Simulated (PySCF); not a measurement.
# Ionising CaTl

ROHF-MP2; basis Ca def2-SVPD, Tl def2-SVPD with ECP60; scalar-relativistic core potentials; PySCF 2.14. Neutral (ROHF): doublet (π ↑), Re = 3.404 Å, ωe = 98.6 cm⁻¹, De = 0.38 eV.

CaTl⁺ (RHF): singlet (closed shell), Re = 3.726 Å, ωe = 95.8 cm⁻¹. The energies at the minima are -848.36489 hartree for CaTl and -848.19572 for CaTl⁺.

(1) Work out the adiabatic ionisation energy, without and with harmonic zero-point energies (1 hartree = 27.2114 eV, 1 eV = 8065.5 cm⁻¹), and the change of the bond length.

Correlated steps freeze 9 core orbitals. Weak bonds: CaTl. Basis-set superposition, not corrected here, can be much of De in a small basis, most of all at correlated wavefunction levels. These are scalar-relativistic numbers at best; spin–orbit coupling would shift them, the dissociation energy most. States were picked by a PBE0 search and need not be the measured ground states.

Answers

(1) At MP2: 0.16917 hartree = 4.603 eV between the minima; the zero-point term (95.8 − 98.6)/2 cm⁻¹ = -0.000 eV makes it 4.603 eV. Re changes by +32.2 pm against the neutral. The electron leaves a π orbital, and the longer bond of the ion fits a bonding orbital, or a change in how ionic the bond is.
